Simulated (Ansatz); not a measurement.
Consider the ligand exchange at a B–S bond: `CSB[SiH3]` + `[SiH3]S` → `[SiH3]BS[SiH3]` + CH₃SH.

Calculated with Ansatz (gas phase, PBE0-D4/def2-TZVP geometries, no zero-point term in ΔE). CCSD(T)/CBS is the MP2 limit (def2-TZVPP, def2-QZVPP) plus CCSD(T) − MP2 in def2-TZVPP, frozen cores. This one scheme is used for every species. Functionals use def2-TZVPP. One conformer a species, not always the lowest.

| level | ΔE (kJ/mol) |
| --- | --- |
| PBE-D4 | 19.8 |
| r2SCAN0 | 19.1 |
| MP2/def2-QZVPP | 16.5 |
| HF/CBS(def2) | 12.4 |

Problem. What does CCSD(T)/CBS give? (An estimate is asked.)

Solution. Ansatz gave: +16.5 kJ/mol. The listed levels differ from it by 3.3, 2.6, 0.0, -4.1 kJ/mol.

Largest T1 diagnostic among the species: 0.015.

Leaving LDA and LC-ωPBE aside and taking each functional with its dispersion term where it has one, the values, not all of them listed here, spread over 5.4 kJ/mol, from BHLYP-D4 to B97M-V. In def2-TZVPP, CCSD(T) changes the Hartree–Fock value by +4.0 kJ/mol (the triples alone add +0.8 kJ/mol) and MP2 by +4.0 kJ/mol.
